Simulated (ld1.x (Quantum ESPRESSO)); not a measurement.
**Varying the ultrasoft potential for S (Z = 16)**

Base potential:

sulfur, ultrasoft, made with ld1.x (Quantum ESPRESSO) 7.5 (PBE, scalar-relativistic). Core [Ne], reference 3s2 3p3.5 (charge +0.5). Waves: 3s (bound): rcut 1.55, rcutus 1.65 bohr; 3s channel at -1.25 Ry: rcut 1.55, rcutus 1.65 bohr; 3p (bound): rcut 1.00, rcutus 1.35 bohr; 3p channel at -0.35 Ry: rcut 1.00, rcutus 1.35 bohr. Local part: all-electron potential smoothed inside 1.40 bohr (lloc = -1). Core correction: Bessel-smoothed model core, default radius (core density twice the valence density). Augmentation charge: PSQ, radius 1.05 bohr.

Cutoffs, loose and tight: the cutoffs (Ry, on a coarse ladder) from which the occupation-weighted sum of valence levels, in a spherical-Bessel basis at the reference potential, stays within 10 and 1 mRy of its value at 400 Ry. They do not see the model core or the augmentation charge, which bear on the density cutoff. Test errors are all-electron minus pseudo excitation energies from the reference, over the configurations 3s2 3p4; 3s2 3p3; 3s2 3p2; 3s1 3p4; 3s1 3p5; 3s0 3p6; 3s2 3p4.3. A dash means not determined; rows that change the core or the reference have their own tests.

The default core radius of the base comes out at 0.88 bohr.

| change | outcome | cutoff, loose | cutoff, tight | bound ghosts | largest test error (meV) |
| --- | --- | --- | --- | --- | --- |
| base | generated | 12 Ry | 25 Ry | none | -1.9 |
| core correction none | generated | 12 Ry | 25 Ry | none | -2.8 |
| core correction Bessel-smoothed model core inside 0.68 bohr | generated | 12 Ry | 25 Ry | none | -2.1 |
| core correction Bessel-smoothed model core inside 0.86 bohr | generated | 12 Ry | 25 Ry | none | -1.9 |
| core correction Bessel-smoothed model core inside 1.28 bohr | generated | 12 Ry | 25 Ry | none | -1.7 |
| core correction Bessel-smoothed model core inside 1.52 bohr | generated | 12 Ry | 25 Ry | none | -3.0 |

What comes out with this change to the base: core correction Bessel-smoothed model core inside 1.10 bohr?

outcome: generated; cutoff, loose: 12 Ry; cutoff, tight: 25 Ry; bound ghosts: none; largest test error (meV): +2.0.
